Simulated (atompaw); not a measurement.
**Before and after: PAW (atompaw) potential for ruthenium (Ru)**

* Element: Ru (Z = 44)
* Generator: atompaw 4.2.0.5
* Type: PAW
* Functional: PBE
* Relativity: scalar-relativistic
* Frozen core: [Ar] 3d10
* Valence charge: 16
* Reference configuration: 4s2 4p6 4d7.5 5s0.5 5p0
* Partial waves: 4s (bound): rc 1.65 bohr; 5s (bound): rc 2.20 bohr; 4p (bound): rc 1.80 bohr; 5p (bound, empty): rc 2.55 bohr; 4d (bound): rc 2.55 bohr; 4d channel at 1.3 Ry: rc 2.55 bohr
* Local potential: troulliermartins scheme with l = 3 at 0 Ry, radius 2.10 bohr
* Core correction: smooth core density matched at 1.60 bohr
* Augmentation charge: besselshape compensation charge, radius 2.25 bohr; PAW radius 2.55 bohr; waves and projectors: custom polynom gramschmidtortho

All-electron outer shells of the reference configuration (PBE, scalar-relativistic, ld1.x):

```
shell  level (eV)  outermost node (bohr)  outermost maximum (bohr)
   3p     -445.68                   0.16                      0.36
   3d     -271.56                      –                      0.30
   4s      -74.90                   0.48                      0.92
   4p      -45.01                   0.49                      0.98
   4d       -4.12                   0.48                      1.23
   5s       -3.80                   1.24                      2.80
   5p       -0.71                   1.42                      4.17
```

Change: all radii scaled by about 0.75 (s 1.24, p 1.34, d 1.90 bohr); local potential troulliermartins scheme with l = 3 at 0 Ry, radius 1.58 bohr; augmentation besselshape compensation charge, radius 1.68 bohr; PAW radius 1.90 bohr; waves and projectors: custom polynom gramschmidtortho; core correction smooth core density matched at 1.20 bohr.

Cutoffs: the cutoffs (Ry, on a coarse ladder) from which the occupation-weighted sum of valence levels, in a spherical-Bessel basis at the reference potential, stays within 10 and 1 mRy of its value at 400 Ry; they do not see the model core or the augmentation charge, which bear on the density cutoff.

Task: What does the change do?

Result: The potential gets harder (35 Ry and 45 Ry → 40 Ry and 70 Ry); neither file shows a bound ghost. A smaller radius makes the pseudo-wave follow the all-electron one further in, where it bends more sharply, so more plane waves are needed.

```tsv
quantity	base	changed
cutoff, loose	35 Ry	40 Ry
cutoff, tight	45 Ry	70 Ry
loose cutoff by channel (10 mRy a level)	s 18 Ry, p 21 Ry, d 12 Ry	s 18 Ry, p 30 Ry, d 21 Ry
bound ghosts	none	none
lowest overlap eigenvalue by channel	s 0.51, p 0.54, d 0.90	s 0.04, p 0.62, d 0.91
```

 The cutoffs see the waves, projectors and local potential, not the compensation charge or the core.
